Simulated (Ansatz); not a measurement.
Consider the ligand exchange at the Si–O bond: `O[Si](F)(F)F` + CH₃OH → `CO[Si](F)(F)F` + H₂O.

Calculated with Ansatz (gas phase, PBE0-D4/def2-TZVP geometries, no zero-point term in ΔE). CCSD(T)/CBS adds triple-zeta CCSD(T) − MP2 to the extrapolated MP2 energy (def2 sets, frozen cores). This one scheme is used for every species. Functionals use def2-TZVPP. Each species was taken in one conformer, which may not be the lowest.

`O[Si](F)(F)F`:

```xyz
6

O    -0.763   -0.999   -0.208
Si    0.316    0.151    0.088
F    -0.121    1.093    1.269
F     0.564    1.075   -1.160
F     1.661   -0.548    0.473
H    -1.657   -0.772   -0.462
```

CH₃OH:

Cartesian coordinates in Å:
```
C 0.199 -0.172 -0.240
O -0.935 0.096 0.552
H -0.028 -1.059 -0.833
H 1.090 -0.386 0.364
H 0.431 0.649 -0.929
H -0.757 0.872 1.086
```

`CO[Si](F)(F)F`:

Z-matrix (Å, degrees):
```
C
O 1 1.417
H 1 1.093 2 110.9
H 1 1.093 2 110.9 3 -121.7
H 1 1.089 2 107.6 3 119.1
Si 2 1.596 1 127.0 3 61.4
F 6 1.566 2 108.3 1 179.8
F 6 1.574 2 112.2 1 -60.3
F 6 1.574 2 112.2 1 59.8
```

H₂O:

```xyz
3

O     0.190   -0.264   -0.214
H     0.111    0.677   -0.384
H    -0.301   -0.413    0.597
```

```tsv
level	ΔE (kJ/mol)	difference from CCSD(T)/CBS
PBE-D4	-0.8	3.4
BLYP-D4	-4.1	0.1
PBE0-D4	-1.1	3.1
r2SCANh-D4	-0.6	3.6
ωB97X-V	-1.8	2.4
PBE-QIDH	-0.4	3.8
revPBE	3.4	7.6
BLYP	2.2	6.4
PBE0	1.8	6.0
r2SCANh	0.5	4.7
r2SCAN0	0.4	4.6
HF/def2-SVP	-0.5	3.7
HF/def2-TZVPP	0.3	4.5
CCSD(T)/def2-TZVPP	-2.5	1.7
SCS-MP2/def2-QZVPP	-3.3	0.9
HF/CBS(def2)	-0.5	3.7
CCSD(T)/CBS	-4.2	0
```

Largest T1 diagnostic among the species: 0.011.

Leaving LDA and LC-ωPBE aside and taking each functional with its dispersion term where it has one, the values, not all of them listed here, spread over 4.6 kJ/mol, from BLYP-D4 to B97M-V. The D4 term adds −5.1 kJ/mol with B3LYP and −3.0 kJ/mol with PBE0; it sums over pairs of atoms, weighted by their polarisabilities, and B3LYP, whose exchange is more repulsive, gets the larger term.

B3LYP here is the variant with VWN-RPA as its local correlation; programs differ in this.
